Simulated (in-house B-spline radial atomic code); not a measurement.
**Fe³⁺: [Ne] 3s2 (3p1/2)2 (3p3/2)3 (3d3/2)2 (3d5/2)3 (6g9/2)1 (an excited or competing configuration)**

Level of theory: Dirac-Hartree-Fock, average of the jj configuration, Fermi nucleus of rms radius 3.7377 fm; calculated with a radial B-spline atomic code at the basis-set limit.

Effective charges: Z_r = [3n² - l(l+1)]/(2<r>) from the radius, Z_e = n√(-2ε) from the energy, and Slater's rules. Values are occupation-weighted means over j.

```csv
shell,electrons,ε (eV),<r> (bohr),Z_r,Z_e,Slater
1s,2,-7242.3,0.05841,25.68,23.07,25.70
2s,2,-944.72,0.265,22.64,16.67,21.85
2p,6,-810.5,0.2349,21.28,15.44,21.85
3s,2,-170.75,0.7943,17.00,10.63,15.10
3p,5,-131.75,0.8284,15.09,9.34,15.10
3d,5,-71.588,0.914,11.49,6.88,7.60
6g,1,-6.0489,10.99,4.00,4.00,-
```

The least bound orbital is 6g9/2 at -6.049 eV, and it is also the most diffuse (<r> = 10.99 bohr).

For the 1s electron the small component carries 0.875 % of the norm, the zero-frequency Breit interaction raises the level by 8.351 eV, self-energy by 4.123 eV, and vacuum polarisation lowers it by 0.3514 eV.

The density falls to 0.001 bohr⁻³ at 2.542 bohr; Σ<r²> = 147.13 bohr² gives, by the non-relativistic formula and without the paramagnetism of open shells, a Langevin diamagnetic susceptibility of -116.5×10⁻⁶ cm³/mol.
